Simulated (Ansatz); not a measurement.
Isomers of C3H4Se, relaxed with PBE0-D4/def2-TZVP in Ansatz; electronic energies, one conformer each and not always the lowest. Functionals use def2-TZVPP; CBS adds triple-zeta CCSD(T) − MP2 to the MP2 limit of def2-TZVPP and def2-QZVPP.

Outer-core shells of Se are correlated without core-valence functions. Scalar relativity is left out up to krypton. Spin–orbit coupling is left out.

(1) Order them by energy at frozen-core CCSD(T)/CBS, lowest first. (Best estimate.)
A. `C=C1C[Se]1`
B. `C=C=C[SeH]`
C. `CC1=C[Se]1`
D. `C#CC[SeH]`
E. `C1=C[Se]C1`

(2) How do PBE-D4, B2PLYP, ωB97M-V, MP2/CBS(def2) place them (kcal/mol, against `C1=C[Se]C1`)? (An estimate is asked.)

Results:

(1) E (0.0 kcal/mol), A (4.0 kcal/mol), B (14.2 kcal/mol), D (15.5 kcal/mol), C (19.5 kcal/mol).

(2) Ansatz gave: 
| isomer | PBE-D4 | B2PLYP | ωB97M-V | MP2/CBS(def2) |
| --- | --- | --- | --- | --- |
| `C=C=C[SeH]` | 12.2 | 11.1 | 12.4 | 17.4 |
| `C#CC[SeH]` | 19.1 | 13.6 | 15.5 | 15.7 |
| `CC1=C[Se]1` | 18.7 | 17.9 | 18.9 | 18.2 |
| `C=C1C[Se]1` | 1.9 | 2.5 | 3.9 | 3.2 |
